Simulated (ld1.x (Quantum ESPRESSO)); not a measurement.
**How hard is this thulium (Tm) TM potential?**

```json
{
  "Element": "Tm (Z = 69)",
  "Generator": "ld1.x (Quantum ESPRESSO) 7.5",
  "Type": "norm-conserving Troullier–Martins (Kleinman–Bylander form)",
  "Functional": "PBE",
  "Relativity": "scalar-relativistic",
  "Frozen core": "[Xe] 4f12",
  "Valence charge": "3",
  "Reference configuration": "5d1 6s1.5 6p0.5",
  "Partial waves": "6s (bound): rc 2.55 bohr; 6p (bound): rc 3.35 bohr; 5d (bound): rc 3.10 bohr",
  "Local potential": "all-electron potential smoothed inside 2.00 bohr (lloc = -1)",
  "Core correction": "none"
}
```

The pseudo-atom Hamiltonian at the reference potential is diagonalised in spherical Bessel functions j_l(qr) that vanish at 20 bohr, with q² up to the cutoff. All-electron valence levels (Ry): 6s -0.3614, 6p -0.1223, 5d -0.1858.

Q: How do the lowest levels (Ry) of each channel move with the cutoff, and are there ghosts?

A:

| cutoff (Ry) | s #1 | s #2 | p #1 | p #2 | p #3 | d #1 | f #1 | f #2 | Σ f·Δε (mRy) |
| --- | --- | --- | --- | --- | --- | --- | --- | --- | --- |
| 8 | -2.4751 | -0.3575 | -0.1222 | 0.0275 | 0.0870 | -0.0920 | 0.0833 | 0.1968 | 99.6 |
| 10 | -2.9678 | -0.3599 | -0.2328 | -0.1222 | 0.0285 | -0.1299 | 0.0833 | 0.1967 | 58.2 |
| 12 | -3.2641 | -0.3607 | -0.4537 | -0.1222 | 0.0283 | -0.1625 | 0.0833 | 0.1967 | 24.3 |
| 15 | -3.4209 | -0.3609 | -0.6340 | -0.1222 | 0.0282 | -0.1794 | 0.0833 | 0.1967 | 7.3 |
| 18 | -3.5142 | -0.3610 | -0.6950 | -0.1222 | 0.0282 | -0.1853 | 0.0833 | 0.1967 | 1.1 |
| 21 | -3.5354 | -0.3612 | -0.7312 | -0.1222 | 0.0282 | -0.1857 | 0.0833 | 0.1967 | 0.4 |
| 25 | -3.5451 | -0.3613 | -0.7587 | -0.1222 | 0.0282 | -0.1857 | 0.0833 | 0.1967 | 0.2 |
| 30 | -3.5522 | -0.3613 | -0.7683 | -0.1222 | 0.0282 | -0.1857 | 0.0833 | 0.1967 | 0.2 |
| 400 | -3.5572 | -0.3614 | -0.7713 | -0.1222 | 0.0282 | -0.1858 | 0.0833 | 0.1967 | 0.0 |

Result: ghost states, extra bound levels that the all-electron valence spectrum of the same l lacks: s at -48.4 eV, p at -10.5 eV (a true bound ghost makes a file unfit for plane-wave use); 10 mRy is reached at 15 Ry and 1 mRy at 21 Ry.
